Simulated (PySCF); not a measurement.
Compound: C7H17NSi.
Cartesian coordinates in Å at the GFN2-xTB level; atoms count from 1:
```xyz
26
C7H17NSi angstrom
C      3.942    0.029   -0.012
C      2.552   -0.022    0.612
C      1.465    0.310   -0.409
C      0.066    0.327    0.196
C     -0.417   -1.032    0.711
C     -1.946   -0.938    0.645
N     -2.244    0.195   -0.214
Si    -3.813    0.556   -0.791
C     -1.024    0.670   -0.822
H      4.018   -0.684   -0.831
H      4.703   -0.214    0.726
H      4.148    1.022   -0.405
H      2.376   -1.019    1.019
H      2.499    0.689    1.439
H      1.497   -0.424   -1.219
H      1.672    1.290   -0.845
H      0.028    1.055    1.012
H     -0.068   -1.245    1.719
H     -0.058   -1.821    0.047
H     -2.379   -0.757    1.635
H     -2.381   -1.867    0.260
H     -4.718    0.307    0.332
H     -3.773    1.961   -1.195
H     -4.255   -0.260   -1.939
H     -1.098    1.739   -1.026
H     -0.813    0.154   -1.772
```

Computed at PBE0/pcSseg-1 (PySCF, non-relativistic), with Q(14N) = 0.02044 b: N7, 14N (I = 1): χzz = -5.602 MHz, η = 0.370.

(1) Where would the pure quadrupole (NQR) lines of 14N at N7 fall for the rigid, isolated species?

Answers

(1) From ν± = (3/4)|χ|(1 ± η/3) and ν0 = |χ|η/2: ν+ 4.719 MHz, ν− 3.684 MHz, ν0 1.035 MHz (silicon-bound nitrogen).

In a crystal, neighbours and librations shift these lines. GFN2-xTB frequencies show an imaginary mode (22i cm⁻¹), so this geometry is no minimum at that level. GFN2-xTB bond lengths can be off by several hundredths of an ångström, more for odd bonds, and the gradients follow them. With a basis this small, the couplings can be 20 % off.

One conformer stands for the species.
